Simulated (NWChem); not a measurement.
System meant: TaH2SO2F; SMILES [OH][Ta]([OH])([F])=[S]

Here is an NWChem input.

```
start job
memory heap 200 mb stack 900 mb global 1100 mb
geometry units angstroms noautoz
  Ta     0.220881     0.155508     0.000000
  S      0.093229    -2.024488     0.000000
  F      2.044296     0.671847     0.000000
  O     -0.670905     0.816438    -1.544662
  H     -1.116574     0.377455    -2.289520
  O     -0.670905     0.816438     1.544662
  H     -1.116574     0.377455     2.289520
end
basis spherical
  * library def2-svp
end
dft
  xc pbe0
  iterations 150
  mulliken
end
task dft energy
```

End of the output:

```
          Convergence Information
          -----------------------
          Convergence aids based upon iterative change in
          total energy or number of iterations.
          Levelshifting, if invoked, occurs when the
          HOMO/LUMO gap drops below (HL_TOL):  1.00D-02
          DIIS, if invoked, will attempt to extrapolate
          using up to (NFOCK): 10 stored Fock matrices.

                    Damping( 0%)  Levelshifting(0.5)       DIIS
                  --------------- ------------------- ---------------
          dE  on:    start            ASAP                start
          dE off:    2 iters        150 iters           150 iters

      Screening Tolerance Information
      -------------------------------
          Density screening/tol_rho:  1.00D-10
          AO Gaussian exp screening on grid/accAOfunc:  14
          CD Gaussian exp screening on grid/accCDfunc:  20
          XC Gaussian exp screening on grid/accXCfunc:  20
          Schwarz screening/accCoul:  1.00D-08

      Superposition of Atomic Density Guess
      -------------------------------------

      charge =      73.0 Ta (Tantalum)

      symmetry species            s     p     d     f
      number of basis functions = 7     6     5     1
      number of cont. functions = 6     3     2     1
      number of closed shells   = 6     4     2     1
      number of open shells     = 0     0     1     0
      open shell occupation     = 0     0     3     0
 ------------------------------------------------------------------------
 atomscf:atomd: error in atom scf                   0
 ------------------------------------------------------------------------
 ------------------------------------------------------------------------
  current input line :
    20: task dft energy
 ------------------------------------------------------------------------
 ------------------------------------------------------------------------
 This error has not yet been assigned to a category
 ------------------------------------------------------------------------
 For more information see the NWChem manual at https://nwchemgit.github.io

0:atomscf:atomd: error in atom scf:Received an Error in Communication
```

**Question.** Can this run be used? If not, why, and what is the fix?

**Answer.** The program stopped with an error. Cause: the def2 basis of a heavy element holds valence functions alone and wants its effective core potential (without it all electrons must fit into that basis). This input runs:
```
start job
memory heap 200 mb stack 900 mb global 1100 mb
geometry units angstroms noautoz
  Ta     0.220881     0.155508     0.000000
  S      0.093229    -2.024488     0.000000
  F      2.044296     0.671847     0.000000
  O     -0.670905     0.816438    -1.544662
  H     -1.116574     0.377455    -2.289520
  O     -0.670905     0.816438     1.544662
  H     -1.116574     0.377455     2.289520
end
basis spherical
  * library def2-svp
end
ecp
  Ta library def2-ecp
end
dft
  xc pbe0
  iterations 150
  mulliken
end
task dft energy
```
It converges to -706.22687 Ha (PBE0/def2-SVP with def2 effective core potentials on Ta).
